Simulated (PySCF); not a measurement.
Computed shifts of a molecule C4H5Cl, HF/pcSseg-1 (PySCF), GIAO, gas phase, atoms alike by connectivity averaged where their shifts nearly agree, in ppm (number of nuclei): ¹³C: 223.7 (1), 105.0 (1), 99.3 (1), 18.6 (1). ¹H: 6.32 (1), 6.11 (1), 2.24 (3). References: ¹³C against TMS (σ = 192.6 ppm); ³⁵Cl against HCl (σ = 958.2 ppm); ¹H against TMS (σ = 31.99 ppm), references at their B3LYP-D3(BJ)/def2-TZVP geometries, non-relativistic (without spin–orbit terms, shifts of atoms bonded to Cl or Br come out too high). Geometry optimised at B3LYP-D3(BJ)/def2-SVP. The values are those of a single conformer.

### Question
Which molecule gave these data?
(A) C=C/C=C/Cl
(B) C=C=C(C)Cl
(C) C#CCCCl
(D) CC=C=CCl

### Answer
D, CC=C=CCl
